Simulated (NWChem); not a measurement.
System: C3H7O2, doublet; SMILES CC(O)C[O]

Here is an NWChem input.

```
start job
memory heap 200 mb stack 900 mb global 1100 mb
geometry units angstroms
  C      1.584847     0.192191     0.097256
  C      0.119578     0.557773    -0.139552
  O     -0.362072     1.499903     0.796690
  C     -0.770401    -0.690172    -0.005878
  O     -0.558957    -1.675976    -0.832023
  H      2.236400     1.035562    -0.122903
  H      1.730245    -0.105520     1.133824
  H      1.847165    -0.639580    -0.550674
  H      0.007861     0.950262    -1.163823
  H      0.236103     2.254919     0.813673
  H     -0.723943    -1.044982     1.056846
  H     -1.843917    -0.368282    -0.032058
end
basis spherical
  * library def2-svp
end
dft
  odft
  mult 2
  xc pbe0
  iterations 150
end
driver
  maxiter 120
end
task dft optimize
```

Excerpt of the output:

```
             Northwest Computational Chemistry Package (NWChem) 7.3.0
             --------------------------------------------------------

 C1  symmetry detected

                             Geometry "geometry" -> ""
                             -------------------------

 Output coordinates in angstroms (scale by  1.889725989 to convert to a.u.)

  No.       Tag          Charge          X              Y              Z
 ---- ---------------- ---------- -------------- -------------- --------------
    1 C                    6.0000     1.40821383     0.64433260     0.12932569
    2 C                    6.0000    -0.02595803     0.43170748    -0.35511532
    3 O                    8.0000    -0.89680098     1.46401489     0.05975661
    4 C                    6.0000    -0.59366741    -0.87925590     0.21618071
    5 O                    8.0000     0.00953500    -1.98995708    -0.10244667
    6 H                    1.0000     1.86497084     1.49643963    -0.37022671
    7 H                    1.0000     1.41509672     0.81903612     1.20341923
    8 H                    1.0000     1.98720960    -0.24889386    -0.08833782
    9 H                    1.0000    -0.02634433     0.35478536    -1.45499814
   10 H                    1.0000    -0.51583104     2.31216379    -0.19254531
   11 H                    1.0000    -0.67199412    -0.77457968     1.32988560
   12 H                    1.0000    -1.68651019    -0.93211891    -0.02802275

 Effective nuclear repulsion energy (a.u.)     185.1007680769

                                Z-matrix (autoz)
                                --------

 Units are Angstrom for bonds and degrees for angles

      Type          Name      I     J     K     L     M      Value
      ----------- --------  ----- ----- ----- ----- ----- ----------
    1 Stretch                  1     2                       1.52864
    2 Stretch                  1     6                       1.08824
    3 Stretch                  1     7                       1.08823
    4 Stretch                  1     8                       1.08649
    5 Stretch                  2     3                       1.41285
    6 Stretch                  2     4                       1.53860
    7 Stretch                  2     9                       1.10257
    8 Stretch                  3    10                       0.96341
    9 Stretch                  4     5                       1.30347
   10 Stretch                  4    11                       1.12135
   11 Stretch                  4    12                       1.12104
   12 Bend                     1     2     3               112.55648
   13 Bend                     1     2     4               110.30507
   14 Bend                     1     2     9               109.03649
   15 Bend                     2     1     6               110.92951
   16 Bend                     2     1     7               109.94128
   17 Bend                     2     1     8               108.79179
   18 Bend                     2     3    10               108.82051
   19 Bend                     2     4     5               117.67946
   20 Bend                     2     4    11               108.36155
   21 Bend                     2     4    12               108.60185
   22 Bend                     3     2     4               106.62430
   23 Bend                     3     2     9               110.10158
   24 Bend                     4     2     9               108.10927
   25 Bend                     5     4    11               110.77174
   26 Bend                     5     4    12               110.95873
   27 Bend                     6     1     7               108.94885
   28 Bend                     6     1     8               109.15328
   29 Bend                     7     1     8               109.04708
   30 Bend                    11     4    12                98.78106
   31 Torsion                  1     2     3    10          52.32815
   32 Torsion                  1     2     4     5         -61.25785
   33 Torsion                  1     2     4    11          65.33070
   34 Torsion                  1     2     4    12         171.67608
   35 Torsion                  3     2     1     6         -68.53511
   36 Torsion                  3     2     1     7          52.03516
   37 Torsion                  3     2     1     8         171.38623
   38 Torsion                  3     2     4     5         176.24018
   39 Torsion                  3     2     4    11         -57.17127
   40 Torsion                  3     2     4    12          49.17411
   41 Torsion                  4     2     1     6         172.51717
   42 Torsion                  4     2     1     7         -66.91256
   43 Torsion                  4     2     1     8          52.43851
   44 Torsion                  4     2     3    10         173.40411
   45 Torsion                  5     4     2     9          57.87996
   46 Torsion                  6     1     2     9          53.94481
   47 Torsion                  7     1     2     9         174.51507
   48 Torsion                  8     1     2     9         -66.13386
   49 Torsion                  9     2     3    10         -69.55004
   50 Torsion                  9     2     4    11        -175.53149
   51 Torsion                  9     2     4    12         -69.18612

                           NWChem Geometry Optimization
                           ----------------------------

[...]

      ----------------------
      Optimization converged
      ----------------------

  Step       Energy      Delta E   Gmax     Grms     Xrms     Xmax
  ---- ---------------- -------- -------- -------- -------- --------
@   11    -268.39728963 -4.4D-07  0.00002  0.00001  0.00064  0.00160
                                     ok       ok       ok       ok

                                Z-matrix (autoz)
                                --------

 Units are Angstrom for bonds and degrees for angles

[...]
```

Level: PBE0/def2-SVP, spin-unrestricted. Not confirmed as a minimum by frequencies.
